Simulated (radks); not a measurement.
Polarisability of neutral tin, [Kr] 4d10 5s2 5p2, at imaginary frequency. Method: non-relativistic Kohn-Sham, LDA (Slater exchange, VWN5 correlation), spin-polarised, spherical densities, point nucleus; open shells are filled with parallel spins first (spin-orbit coupling, left out, can overturn this in heavy ions); relativity is left out, which matters for an element this heavy; computed with a radial shooting solver on a logarithmic mesh with Libxc functionals. Response by self-consistent Sternheimer equations with the Hartree and adiabatic LDA kernel.

w (hartree),alpha1(iw) (bohr^3)
0.00266,59.66
0.0143,59.39
0.0360,57.95
0.0697,53.86
0.118,46.23
0.186,36.01
0.280,25.53
0.413,16.74
0.605,10.41
0.892,6.293
1.35,3.719
2.12,2.077
3.59,0.9990
6.94,0.3561
17.5,0.07746

Static values: alpha1 = 59.67 bohr^3 (8.843 angstrom^3; uncoupled 91.57). C6 = 657.0, triple-dipole C9 = 27590 atomic units. One-pole (London) frequency 4 C6 / (3 alpha1^2) = 0.246 hartree, against 0.158 for minus the highest occupied eigenvalue. The dipole shielding factor is 1.000, as the force sum rule N/Z = 1.000 demands. Recommended static value: 53 bohr^3 (Schwerdtfeger and Nagle, 2023 table).
